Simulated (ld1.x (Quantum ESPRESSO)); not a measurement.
What one change does to a pseudopotential (Os, PAW)

ld1.x (Quantum ESPRESSO) 7.5 input, shortened:

```
&input
   title='Os', zed=76., rel=1, dft='PW91', iswitch=3,
   config='[Xe] 4f14 5d6 6s2 6p0'
 /
 &inputp
   pseudotype=3, lpaw=.true., tm=.true., lloc=-2, rcloc=1.35,
   nlcc=.true., rcore=1.20,
   which_augfun='BESSEL', rmatch_augfun=1.05
 /
6
5S  1  0   2.00   0.00  1.35  1.45  0.0
6S  2  0   2.00   0.00  1.35  1.45  0.0
5P  2  1   6.00   0.00  2.20  2.35  0.0
6P  3  1   0.00   0.00  2.20  2.35  0.0
5D  3  2   6.00   0.00  1.45  1.95  0.0
5D  3  2   0.00  -0.05  1.45  1.95  0.0
 &test
   configts(1)='5s2 5p6 5d6 6s2 6p0'
 /
```

Change: core [Xe] 4f14, valence charge 8; reference 5d6.5 6s1.5 6p0; waves now 6s (bound): rcut 2.20, rcutus 2.75 bohr; 6s channel at 3.2 Ry: rcut 2.20, rcutus 2.75 bohr; 6p (bound): rcut 2.25, rcutus 2.75 bohr; 6p channel at 0.55 Ry: rcut 2.25, rcutus 2.75 bohr; 5d (bound): rcut 1.95, rcutus 2.45 bohr; 5d channel at -0.05 Ry: rcut 1.95, rcutus 2.45 bohr; local potential all-electron potential smoothed inside 1.95 bohr (lloc = -1); core correction Bessel-smoothed model core inside 2.25 bohr; augmentation BESSEL, radius 1.50 bohr.

Cutoffs: the cutoffs (Ry, on a coarse ladder) from which the occupation-weighted sum of valence levels, in a spherical-Bessel basis at the reference potential, stays within 10 and 1 mRy of its value at 400 Ry; they do not see the model core or the augmentation charge, which bear on the density cutoff. Errors are all-electron minus pseudo energies relative to the spin-unpolarised reference configuration.

**Question.** What does the change do?

**Answer.** The potential gets softer (30 Ry and 50 Ry → 18 Ry and 30 Ry); a bound ghost appears in s, which as a rule spoils a file. The shells moved into the core no longer need plane waves of their own. Several settings change at once here, so the effects cannot be laid on one of them.

| quantity | base | changed |
| --- | --- | --- |
| cutoff, loose | 30 Ry | 18 Ry |
| cutoff, tight | 50 Ry | 30 Ry |
| bound ghosts | none | s |
| largest error over its own tests, meV | -169 | -100 |
| lowest overlap eigenvalue by channel | s 0.26, p 0.70, d 0.96 | s 0.37, p 0.55, d 1.00 |

 A true bound ghost makes a file unfit for plane-wave use even where its test errors are small: the radial tests pick states by their node count and pass the ghost by.
